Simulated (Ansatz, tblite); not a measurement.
Removing and adding an electron: thioxanthone, `O=c1c2ccccc2sc2ccccc12`. The state is a singlet with charge 0. Geometry: PBE-D4/def2-SVP. Ansatz, gas phase; energy differences of separate SCF runs; the oxidised species was run as a doublet alone; the reduced species was run as a doublet alone.

Cartesian coordinates in Å:
```
O -0.090 -2.471 0.448
C -0.046 -1.256 0.228
C -1.141 -0.362 0.697
C -2.213 -0.966 1.395
C -3.285 -0.216 1.874
C -3.306 1.178 1.662
C -2.264 1.803 0.977
C -1.176 1.040 0.491
S 0.071 1.943 -0.352
C 1.240 0.716 -0.809
C 2.372 1.182 -1.518
C 3.360 0.285 -1.927
C 3.237 -1.090 -1.637
C 2.122 -1.547 -0.939
C 1.104 -0.662 -0.511
H -2.153 -2.056 1.536
H -4.108 -0.706 2.414
H -4.147 1.783 2.035
H -2.280 2.891 0.811
H 2.467 2.255 -1.744
H 4.236 0.660 -2.478
H 4.017 -1.795 -1.961
H 1.983 -2.610 -0.690
```

The xTB rows come from tblite. HOMO above LUMO, or a gap near zero within one spin, warns that the state may not be the lowest or that an electron is smeared out.

(1) Estimate orbital energies and vertical ionisation energies and electron affinities at: GFN1-xTB; GFN2-xTB; PBE-D4/def2-SVP; PBE0-D4/def2-SVP.

Answers

(1) 
```json
{"level": "GFN1-xTB", "−HOMO (eV)": "11.30", "vertical IE (eV)": "13.66", "−LUMO (eV)": "8.76", "vertical EA (eV)": "6.40", "HOMO–LUMO gap (eV)": "2.54", "IE − EA (eV)": "7.26", "remarks": "–"}
{"level": "GFN2-xTB", "−HOMO (eV)": "10.36", "vertical IE (eV)": "12.65", "−LUMO (eV)": "7.99", "vertical EA (eV)": "5.65", "HOMO–LUMO gap (eV)": "2.36", "IE − EA (eV)": "7.00", "remarks": "–"}
{"level": "PBE-D4/def2-SVP", "−HOMO (eV)": "5.44", "vertical IE (eV)": "7.69", "−LUMO (eV)": "2.74", "vertical EA (eV)": "0.62", "HOMO–LUMO gap (eV)": "2.69", "IE − EA (eV)": "7.07", "remarks": "HOMO above zero (-1 doublet), gap within one spin near zero (+1 doublet)"}
{"level": "PBE0-D4/def2-SVP", "−HOMO (eV)": "6.36", "vertical IE (eV)": "7.91", "−LUMO (eV)": "2.03", "vertical EA (eV)": "0.60", "HOMO–LUMO gap (eV)": "4.34", "IE − EA (eV)": "7.31", "remarks": "HOMO above zero (-1 doublet)"}
```

Relaxing the oxidised species (PBE-D4/def2-SVP) changes its energy by -0.05 eV at PBE-D4/def2-SVP, so the adiabatic ionisation energy to this nearest minimum is 7.64 eV. At PBE0-D4/def2-SVP it is 7.84 eV.     A HOMO above zero means that the electron is unbound at that level or that self-interaction error raises the level; the energy of removing that electron tells which. Raw xTB energy differences between charge states are shifted by several eV; the methods need an empirical correction for them. Sets without diffuse functions give affinities that are too small.
